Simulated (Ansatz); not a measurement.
CH$_{5}$NSSi (`N[SiH]1CS1`). The species carries charge 0 and has multiplicity 1. Geometry: relaxed with PBE0-D4/def2-TZVP. It is one conformer, not always the lowest.

```xyz
9

N     1.296   -0.453   -0.936
Si   -0.215   -0.506   -0.163
C    -0.698    0.737    1.088
S    -1.733    0.894   -0.477
H     1.604   -1.236   -1.489
H     1.694    0.415   -1.257
H    -0.586   -1.924    0.015
H    -0.071    1.608    1.261
H    -1.290    0.466    1.957
```

Q: What is the dipole moment at r2SCAN/def2-TZVPP? (Estimate.)

A: The calculation gave: 2.55 D, with components (2.38, -0.86, -0.26) D in this frame, pointing from negative to positive charge.

Q: And with PBE, B3LYP, ωB97M-V? (Estimate.)

A: Ansatz gave: PBE 2.45 D, B3LYP 2.51 D, ωB97M-V 2.53 D.

Q: Give the Mulliken charges with r2SCAN, ωB97M-V, B3LYP in def2-TZVPP. (Best estimate.)

A: Ansatz gave: 
```csv
atom,r2SCAN,ωB97M-V,B3LYP
N1,-0.46,-0.36,-0.40
Si2,0.51,0.43,0.48
C3,-0.20,-0.33,-0.26
S4,-0.29,-0.22,-0.27
H5,0.17,0.12,0.15
H6,0.17,0.13,0.15
H7,-0.08,-0.03,-0.07
H8,0.09,0.13,0.12
H9,0.09,0.13,0.12
```

B3LYP here is the variant with VWN-RPA as its local correlation; programs differ in this.
